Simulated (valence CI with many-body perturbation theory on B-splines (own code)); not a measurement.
**E1 transitions of Tc38+**

Computed by relativistic CI+MBPT: three valence electrons over a frozen Dirac-Fock core [He], radial functions for each j: 11 s, 11 p, 10 d, 8 f, 5 g, 2 h, with the one-electron correlation potential Σ1 (screened to all orders), the two-electron term Σ2, the three-electron term Σ3, Breit, model QED; selected single and double excitations, second order for the rest, scaled by the run's own slope (own B-spline code, finite nucleus).

No measured spectrum was set against this ion. As an estimate, large intervals hold to a few tenths of a per cent, small ones and those within an open d or f shell to about a per cent.

Lines 201 to 250 of 563 in falling wavelength, among levels below 333.42 Ry, chosen from the strongest by gf and those to the six lowest levels. Wavelengths and rates use the calculated energies. Electric multipoles are in the length gauge, E1 and E2 with the static RPA response of the core. Weak lines are less certain than strong ones. Lines between different terms over intervals too small for the method are left out, as are lines whose strength nearly cancels. The highest levels of a list are the least certain.

Levels are named by their leading jj configuration (3d3/2^4 stands for four electrons in 3d with j = 3/2), which in mixed levels can hold well under half, so a name can repeat and another be missing. Letters in brackets count levels of one name in rising energy.

```tsv
λ vac (Å)	Upper	Lower	A (s⁻¹)	S (a.u.)
11.99	(2s 2p1/2 4f7/2) J=7/2 [a]	(2s 2p1/2 3d3/2) J=5/2	1.12e+13	7.60e-02
11.99	(2s 2p1/2 4f5/2) J=3/2	(2s 2p1/2 3d3/2) J=3/2 [b]	8.24e+12	2.80e-02
11.98	(2s 2p1/2 4f5/2) J=3/2	(2s 2p1/2 3d3/2) J=1/2	2.23e+13	7.58e-02
11.98	(2s 2p1/2 4f5/2) J=5/2 [b]	(2s 2p1/2 3d3/2) J=3/2 [b]	2.05e+13	1.04e-01
11.96	(2s 2p1/2 4f7/2) J=5/2	(2s 2p1/2 3d3/2) J=3/2 [b]	1.68e+12	8.51e-03
11.96	(2s 2p3/2 4f5/2) J=3/2	(2s 2p3/2 3d3/2) J=1/2 [a]	9.83e+12	3.31e-02
11.95	(2s 2p3/2 4f5/2) J=5/2	(2s 2p3/2 3d3/2) J=3/2 [a]	1.57e+13	7.96e-02
11.95	(2s 2p3/2 4f5/2) J=7/2	(2s 2p3/2 3d3/2) J=7/2	8.74e+12	5.89e-02
11.95	(2s 2p3/2 4f5/2) J=1/2	(2s 2p3/2 3d3/2) J=1/2 [a]	2.51e+13	4.23e-02
11.94	(2s 2p3/2 4f5/2) J=5/2	(2s 2p3/2 3d3/2) J=7/2	1.50e+12	7.56e-03
11.94	(2s 2p3/2 4f5/2) J=3/2	(2s 2p3/2 3d3/2) J=3/2 [a]	1.75e+13	5.89e-02
11.94	(2s 2p3/2 4f5/2) J=9/2	(2s 2p3/2 3d3/2) J=7/2	2.68e+13	2.25e-01
11.94	(2p1/2^2 4f5/2) J=5/2	(2p1/2^2 3d3/2) J=3/2	2.95e+13	1.49e-01
11.94	(2s 2p3/2 4f5/2) J=9/2	(2s 2p3/2 3d5/2) J=9/2	5.06e+12	4.25e-02
11.93	(2s 2p3/2 4f5/2) J=1/2	(2s 2p3/2 3d3/2) J=3/2 [a]	6.65e+12	1.12e-02
11.93	(2s 2p3/2 4f5/2) J=7/2	(2s 2p3/2 3d3/2) J=5/2 [a]	2.26e+13	1.52e-01
11.93	(2s 2p3/2 4f5/2) J=5/2	(2s 2p3/2 3d3/2) J=5/2 [a]	1.31e+13	6.57e-02
11.92	(2s^2 4f5/2) J=5/2	(2s^2 3d3/2) J=3/2	2.96e+13	1.49e-01
11.92	(2s 2p3/2 4f7/2) J=7/2	(2s 2p3/2 3d3/2) J=7/2	1.87e+12	1.25e-02
11.91	(2s 2p3/2 4f7/2) J=11/2	(2s 2p3/2 3d5/2) J=9/2	3.28e+13	3.29e-01
11.91	(2s 2p3/2 4f7/2) J=9/2	(2s 2p3/2 3d5/2) J=9/2	1.15e+12	9.62e-03
11.91	(2s 2p1/2 4f5/2) J=7/2	(2s 2p1/2 3d5/2) J=5/2 [a]	5.97e+12	3.99e-02
11.91	(2s 2p3/2 4f5/2) J=3/2	(2s 2p3/2 3d3/2) J=5/2 [a]	3.01e+12	1.01e-02
11.91	(2s 2p3/2 4d5/2) J=5/2 [b]	(2p1/2 2p3/2 3s) J=3/2 [c]	2.01e+12	1.01e-02
11.91	(2s 2p1/2 4f5/2) J=5/2 [b]	(2s 2p1/2 3d5/2) J=5/2 [a]	2.55e+12	1.27e-02
11.89	(2s 2p3/2 4d5/2) J=7/2 [b]	(2p1/2 2p3/2 3s) J=5/2	1.68e+12	1.11e-02
11.88	(2s 2p1/2 4f5/2) J=5/2 [a]	(2s 2p1/2 3d3/2) J=3/2 [a]	2.67e+13	1.32e-01
11.88	(2s 2p1/2 4f7/2) J=7/2 [b]	(2s 2p1/2 3d5/2) J=5/2 [a]	3.50e+12	2.32e-02
11.85	(2s 2p3/2 4s) J=5/2	(2s 2p3/2 3p1/2) J=5/2	1.14e+12	5.63e-03
11.84	(2s 2p1/2 4f5/2) J=7/2	(2s 2p1/2 3d3/2) J=5/2	1.99e+13	1.31e-01
11.84	(2s 2p1/2 4f5/2) J=5/2 [b]	(2s 2p1/2 3d3/2) J=5/2	3.66e+12	1.80e-02
11.83	(2s^2 4d5/2) J=5/2	(2s 2p1/2 3s) J=3/2	2.43e+12	1.19e-02
11.79	(2p1/2^2 4d3/2) J=3/2	(2p1/2^2 3p3/2) J=3/2	2.67e+12	8.63e-03
11.78	(2s 2p3/2 4d3/2) J=7/2	(2s 2p3/2 3p3/2) J=5/2 [a]	7.26e+11	4.69e-03
11.78	(2s 2p3/2 4d3/2) J=3/2 [a]	(2s 2p3/2 3p3/2) J=5/2 [a]	1.40e+12	4.51e-03
11.77	(2s 2p3/2 4d5/2) J=3/2 [b]	(2p1/2 2p3/2 3s) J=1/2	2.70e+12	8.70e-03
11.75	(2s 2p1/2 4d3/2) J=3/2 [b]	(2s 2p1/2 3p3/2) J=3/2 [b]	2.50e+12	8.00e-03
11.74	(2s 2p1/2 4d3/2) J=3/2 [a]	(2s 2p1/2 3p3/2) J=3/2 [a]	2.48e+12	7.93e-03
11.74	(2s 2p1/2 4d3/2) J=5/2	(2s 2p1/2 3p3/2) J=5/2	3.48e+12	1.66e-02
11.73	(2s 2p3/2 4s) J=3/2 [b]	(2s 2p3/2 3p3/2) J=1/2 [a]	1.70e+12	5.42e-03
11.72	(2s 2p3/2 4d5/2) J=5/2 [a]	(2s 2p3/2 3p3/2) J=5/2 [a]	5.91e+12	2.82e-02
11.71	(2p1/2^2 4d5/2) J=5/2	(2p1/2^2 3p3/2) J=3/2	1.57e+13	7.46e-02
11.71	(2s 2p3/2 4d5/2) J=3/2 [a]	(2s 2p3/2 3p3/2) J=1/2 [a]	4.04e+12	1.28e-02
11.71	(2s 2p3/2 4d5/2) J=3/2 [b]	(2s 2p3/2 3p3/2) J=1/2 [b]	7.58e+12	2.40e-02
11.71	(2s 2p3/2 4d5/2) J=5/2 [b]	(2p1/2 2p3/2 3s) J=3/2 [b]	5.31e+12	2.52e-02
11.70	(2s 2p1/2 4f5/2) J=5/2 [b]	(2s 2p1/2 3d3/2) J=3/2 [a]	3.06e+12	1.45e-02
11.69	(2s 2p3/2 4d5/2) J=3/2 [b]	(2p1/2 2p3/2 3s) J=3/2 [b]	1.72e+12	5.42e-03
11.69	(2s 2p3/2 4d5/2) J=7/2 [a]	(2s 2p3/2 3p3/2) J=5/2 [a]	1.24e+13	7.79e-02
11.68	(2s 2p1/2 4d5/2) J=3/2	(2s 2p1/2 3p3/2) J=3/2 [b]	2.50e+12	7.87e-03
11.67	(2s 2p1/2 4d5/2) J=5/2 [b]	(2s 2p1/2 3p3/2) J=3/2 [b]	1.42e+13	6.70e-02
```
